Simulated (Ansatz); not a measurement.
BGeH₆NS (`NB[S][GeH3]`), relaxed with RKS PBE-D4/def2-SVP in the Gaussian-basis code of Ansatz from a rough embedded geometry. The force threshold is 0.03 eV/Å; the program also tests the step.

Total charge 0; spin multiplicity 1.

Start:

```xyz
10

N     0.997    1.450   -0.994
B     0.624    0.051   -1.180
S    -1.176   -0.470   -0.966
Ge   -0.805   -0.995    1.195
H     0.414    2.054   -1.698
H     0.743    1.805   -0.056
H     1.468   -0.767   -1.467
H    -2.132   -1.508    1.802
H    -0.413    0.373    1.980
H     0.281   -1.993    1.383
```

Q: By how much does the energy fall, and how many steps does the optimiser take? (Estimate.)

A: Ansatz gave: 1.73 eV, in 19 steps, 1 of them rejected.

Q: Which bonds change most? (An estimate is asked.)

A: The calculation gave: Ge4–H9 from 1.626 to 1.551 Å; N1–H5 from 1.095 to 1.021 Å; Ge4–H10 from 1.486 to 1.551 Å; N1–B2 from 1.459 to 1.402 Å.

Q: Give the relaxed structure. (Estimate.)

A: Ansatz gave: 
```xyz
10

N     0.885    1.559   -1.576
B     0.541    0.615   -0.599
S    -1.205    0.090   -0.412
Ge   -0.949   -1.330    1.313
H     0.213    1.995   -2.209
H     1.846    1.870   -1.715
H     1.415    0.153    0.113
H    -2.347   -1.950    1.560
H    -0.473   -0.566    2.576
H     0.074   -2.437    0.949
```
